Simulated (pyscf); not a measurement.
O=MoH(OH)(F)–F (SMILES [O]=[MoH]([OH])([F])[F]), singlet

Gas-phase minimum from PySCF at ωB97X-D3(BJ)/def2-SVP, one conformer. 

```
Mo
O 1 1.6414
O 1 1.8405 2 102.05
H 3 0.9637 1 136.27 2 140.16
F 1 1.8505 2 100.94 3 162.22
F 1 1.8549 2 120.84 5 94.72
H 1 1.6796 2 106.72 5 -79.79
```

Properties at ωB97X-D3(BJ)/def2-SVP:

```
Item                                                                                                                                                                                                Value
---------------------------------------------------------------------------------------------------------------------  ----------------------------------------------------------------------------------
Harmonic wavenumbers, unscaled                                                                                         167, 201, 246, 257, 320, 337, 586, 651, 688, 760, 794, 1040, 1140, 2046, 3933 cm⁻¹
Zero-point energy                                                                                                                                                                           18.8 kcal/mol
Rotational symmetry number                                                                                                                                                                              1
Entropy of this conformer at 298 K and 1 atm, rigid rotor and harmonic oscillator, modes under 100 cm⁻¹ raised to 100                                                                     335.5 J/(mol K)
Dipole moment                                                                                                                                                                                      3.37 D
```

Single-point totals, which compare only within one level:

```tsv
level	total energy (hartree)
ωB97X-D3(BJ)/def2-TZVP	-419.88950
PBE/def2-TZVP	-419.56795
r²SCAN/def2-TZVP	-419.75847
B3LYP-D3(BJ)/def2-TZVP	-419.88685
PBE0-D3(BJ)/def2-TZVP	-419.48631
M06-2X/def2-TZVP	-419.57427
ωB97M-D3(BJ)/def2-TZVP	-419.85520
```

Soft torsions are taken as harmonic, which can shift the entropy by several J/(mol K). Elements past Kr carry the def2 core potentials, without spin-orbit coupling.
